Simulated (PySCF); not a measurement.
MgBi⁺: one state, many levels of theory

State: ³Σ⁻ (triplet), unpaired electrons π ↑↑. Set-up: PySCF, scalar-relativistic core potentials, basis sets Mg def2-SVP, Bi def2-SVP with ECP60. De refers to Mg + Bi⁺ in their high-spin ground configurations, without counterpoise correction. The functionals are run spin-unrestricted. A positive dipole points towards Bi; it is taken about the centre of mass and depends on that origin.

```csv
Level,Re (Å),ωe (cm⁻¹),De (eV),μ (D)
ROHF,2.876,218,n/a,-10.09
ROHF-MP2,2.845,235,n/a,n/a
ROHF-SCS-MP2,2.870,224,n/a,n/a
ROHF-CCSD,2.904,210,n/a,n/a
ROHF-CCSD(T),2.905,209,n/a,n/a
PBE,2.851,219,n/a,-8.79
revPBE,2.875,212,n/a,-8.87
r²SCAN,2.839,221,n/a,-9.31
M06-L,2.853,220,n/a,-8.69
PBE0,2.838,223,n/a,-9.15
BHandHLYP,2.843,220,n/a,-9.27
```

Question: What does a quarter of exact exchange do here, going from PBE to PBE0?

Answer: PBE0 less PBE: -1.3 pm in Re, +1.8 % in ωe. Exact exchange removes part of the self-interaction that spreads semilocal densities, and in most molecules shortens and stiffens the bond and lowers De; so it does here.

Question: What does all correlation do here, going from ROHF to ROHF-CCSD(T)?

Answer: ROHF-CCSD(T) less ROHF: +2.9 pm in Re, -4.1 % in ωe. Correlation nearly always deepens the well. The bond lengthens, as in strong covalent bonds, where excitations into antibonding orbitals dominate.

Correlated steps freeze 5 core orbitals. Spin–orbit coupling is left out, which matters for elements this heavy, above all for dissociation energies. UHF is strongly spin-contaminated for MgBi⁺, so the ROHF reference used there is far from stable. The state is the lowest determinant that a PBE0 search found; another state may lie lower at other levels.
